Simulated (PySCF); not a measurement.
Br$_{2}$, charge -1, doublet, geometry from GFN2-xTB (a state made from the parent by changing its charge; the spin is typed, not shown lowest) (in this run its highest filled SCF level lies above zero, so its values depend strongly on the basis, on diffuse functions most of all). Base run: M06/STO-3G (PySCF).

Input for PySCF:
```python
from pyscf import gto, scf, dft

mol = gto.Mole()
mol.atom = '''
    Br   -0.000000   -0.000000   -1.520776
    Br    0.000000    0.000000    1.520776
'''
mol.basis = 'sto-3g'
mol.charge = -1
mol.spin = 1
mol.verbose = 4
mol.build()

mf = dft.UKS(mol)
mf.xc = 'm06'
mf.kernel()
```

Variants of this job, named by their change:

```json
[
 {"change": "base", "ΔE vs base (mEh)": "0.000", "grid points": "40848", "electrons on the grid": "71.00001", "outcome": "converged"},
 {"change": "grids.radi_method = delley", "ΔE vs base (mEh)": "0.105", "grid points": "41976", "electrons on the grid": "71.00001", "outcome": "converged"},
 {"change": "small_rho_cutoff = 0", "ΔE vs base (mEh)": "0.000", "grid points": "40848", "electrons on the grid": "71.00001", "outcome": "converged"},
 {"change": "grids.atom_grid = (30, 110)", "ΔE vs base (mEh)": "-328.0", "grid points": "4896", "electrons on the grid": "70.99986", "outcome": "converged"},
 {"change": "grids.radi_method = gauss_chebyshev", "ΔE vs base (mEh)": "-0.007", "grid points": "41088", "electrons on the grid": "71.00001", "outcome": "converged"},
 {"change": "grids.level = 0", "ΔE vs base (mEh)": "-328.0", "grid points": "4896", "electrons on the grid": "70.99986", "outcome": "converged"},
 {"change": "grids.prune = dft.gen_grid.sg1_prune", "ΔE vs base (mEh)": "-", "grid points": "-", "electrons on the grid": "-", "outcome": "input refused"},
 {"change": "grids.prune = dft.gen_grid.treutler_prune", "ΔE vs base (mEh)": "0.045", "grid points": "41400", "electrons on the grid": "71.00000", "outcome": "converged"},
 {"change": "grids.atom_grid = (99, 590)", "ΔE vs base (mEh)": "-0.086", "grid points": "56704", "electrons on the grid": "71.00000", "outcome": "converged"},
 {"change": "grids.level = 7", "ΔE vs base (mEh)": "-0.097", "grid points": "173280", "electrons on the grid": "71.00000", "outcome": "converged"},
 {"change": "grids.level = 5", "ΔE vs base (mEh)": "-0.095", "grid points": "89472", "electrons on the grid": "71.00000", "outcome": "converged"}
]
```

Open shells are given as the SCF converged; they aren't shown to be the lowest states, and a large step between rows can be another state.

- grids.prune = dft.gen_grid.sg1_prune: ended with `IndexError: index 35 is out of bounds for axis 0 with size 19`
